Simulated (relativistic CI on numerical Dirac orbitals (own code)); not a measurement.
Hyperfine structure of Rb XXII, mass number 85

Computed by Dirac-Coulomb-Breit CI, orbitals from a KLI potential per configuration, model QED (radiative potential, 1s self-energy scaled to tabulated hydrogen-like ionisation energies), unscaled Slater integrals (own radial code, finite nucleus).

Configurations in the expansion (outside the closed core [Ne]): 3s²3p⁴, 3s3p⁵, 3s²3p³3d, 3p⁶, 3s3p⁴3d, 3p⁵3d, 3s3p³3d², 3s²3p²3d4p, 3p⁵4s, 3s²3p³4s, 3p⁵4p, 3s3p³3d4s, 3s²3p³4p, 3s²3p²3d², 3s²3p3d³, 3s3p²3d³, 3s²3p3d²4s, 3s²3p3d²4p, 3p⁴3d², 3p³3d³, 3p³3d²4s, 3p³3d²4p. Double excitations out of closed p, d and f shells are left out; levels of such configurations are missing from the list, as are those of other unlisted configurations, and high levels can miss mixing partners.

Nuclear spin I = 5/2, μ = 1.35306 μN, Q = 0.276 b (tables of Stone and Pyykkö). The electronic factors are computed for point nuclear moments, without core polarisation or the Bohr-Weisskopf and QED corrections.

| Level | E (cm⁻¹) | A (MHz) | B (MHz) |
| --- | --- | --- | --- |
| 3s²3p⁴ ³P2 | 0 | 9173 | 4600 |
| 3s²3p⁴ ³P1 | 90436 | -1077 | -4400 |
| 3s²3p⁴ ¹D2 | 129727 | 20410 | -13400 |
| 3s3p⁵ ³P°2 | 580473 | 41240 | -7880 |
| 3s3p⁵ ³P°1 | 624954 | 11370 | 2650 |
| 3s²3p³3d ⁵D°2 | 732242 | 5534 | -489 |
| 3s²3p³3d ⁵D°3 | 734604 | 4229 | 1660 |
| 3s²3p³3d ⁵D°1 | 741517 | 10800 | -1290 |

Levels with J = 0, under 50 % of one LS term, or S terms without an open s electron are left out. Small factors come from cancelling terms and can be off by tens of per cent or more.

At this charge energies of transitions that change n are usually good to better than 1 %, and those within a shell (Δn = 0) to a few per cent.

(1) Give the hyperfine levels of 3s²3p⁴ ³P2 relative to its centre of gravity.

Answers

(1) With K = F(F + 1) − I(I + 1) − J(J + 1), E = AK/2 + B[¾K(K + 1) − I(I + 1)J(J + 1)]/[2I(2I − 1)J(2J − 1)]: F = 1/2: -60990, F = 3/2: -49300, F = 5/2: -28670, F = 7/2: 2631, F = 9/2: 47020 MHz.

LS names give the leading component of a level, which can be under half, so a name can repeat, a term be missing and a line seem to break the LS rules.
